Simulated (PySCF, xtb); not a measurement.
C4H5BO2, SMILES C#CB(O)OC=C. One conformer was computed; it need not be the lowest.

Harmonic wavenumbers (cm⁻¹) from GFN2-xTB in xtb at its own minimum, in rising order: 36, 108, 131, 207, 246, 336, 442, 539, 554, 566, 681, 682, 701, 725, 849, 914, 977, 999, 1131, 1201, 1276, 1322, 1380, 1691, 2222, 3021, 3126, 3166, 3361, 3648.

Question: What does TPSSh-D3(BJ)/def2-SVP run with PySCF give at its own minimum? (The exact figures need the calculation; the answer reports its results.)

Answer: 47, 129, 134, 224, 266, 364, 486, 561, 562, 654, 710, 733, 734, 743, 891, 928, 1004, 1010, 1202, 1302, 1359, 1406, 1465, 1697, 2168, 3172, 3195, 3288, 3460, 3820. Paired by order, the mean absolute difference is 53 cm⁻¹ and the zero-point energies are 51.8 and 53.9 kcal/mol.
